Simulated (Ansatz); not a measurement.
```yaml
crystal:
  periodic: [false, false, false]
  atoms:
    - {symbol: Na, position_ang: [-1.716383, 0.091384, 3.744782]}
    - {symbol: Cl, position_ang: [-0.125565, -1.982398, 3.892295]}
    - {symbol: Na, position_ang: [1.716812, -0.078081, 3.733256]}
    - {symbol: Cl, position_ang: [0.125442, 1.999143, 3.878329]}
    - {symbol: Na, position_ang: [-0.291304, 2.221100, 1.278741]}
    - {symbol: Cl, position_ang: [-2.328441, 0.453294, 1.224577]}
    - {symbol: Na, position_ang: [-2.218807, -0.285798, -1.291891]}
    - {symbol: Cl, position_ang: [-0.475127, -2.350285, -1.225921]}
    - {symbol: Na, position_ang: [0.271973, -2.217639, 1.288248]}
    - {symbol: Cl, position_ang: [2.338283, -0.477809, 1.226637]}
    - {symbol: Na, position_ang: [2.213025, 0.289668, -1.275906]}
    - {symbol: Cl, position_ang: [0.458815, 2.343293, -1.231923]}
    - {symbol: Cl, position_ang: [-1.979376, 0.122451, -3.887888]}
    - {symbol: Na, position_ang: [-0.075824, -1.722167, -3.732362]}
    - {symbol: Cl, position_ang: [1.996334, -0.125969, -3.873053]}
    - {symbol: Na, position_ang: [0.090133, 1.719833, -3.747920]}
basis:
  gaussian: {orbitals: def2-TZVP}
total_charge: 1
magnetization: {spin_polarized: true, initial_magnetization: 1}
hamiltonian: {xc: pbe0, dispersion: d4}
scf: {omitted_lower_state_checks: [starts]}
output: {orbitals: {seedname: orbitals}}
```

```sh
$ ansatz run in.yaml --threads 6 --pin off --events-out ev --progress --plain --max-ram 7833MiB
```

Problem. Does this run fit into the memory that it is given?

Solution. No. It has 552 basis functions, and Ansatz plans for 13 GiB where 8 GiB are given.
